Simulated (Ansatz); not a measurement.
Species: [Nb(F)2(OH)3] (charge 0, multiplicity 1).

Task: Give a relaxed geometry from r2SCAN-D4/def2-SVP in Ansatz (an electronic-structure program).

Result: One answer among several that fit: the end point of this relaxation, one of several conformers.
Z-matrix (Å, degrees):
```
Nb
F 1 1.8677
O 1 1.8798 2 111.03
H 3 0.9681 1 122.64 2 89.30
O 1 1.8943 2 92.67 3 -99.71
H 5 0.9654 1 134.41 2 -127.41
O 1 1.9078 2 91.19 5 -162.07
H 7 0.9657 1 130.93 2 130.08
F 1 1.9082 2 133.06 7 79.69
```
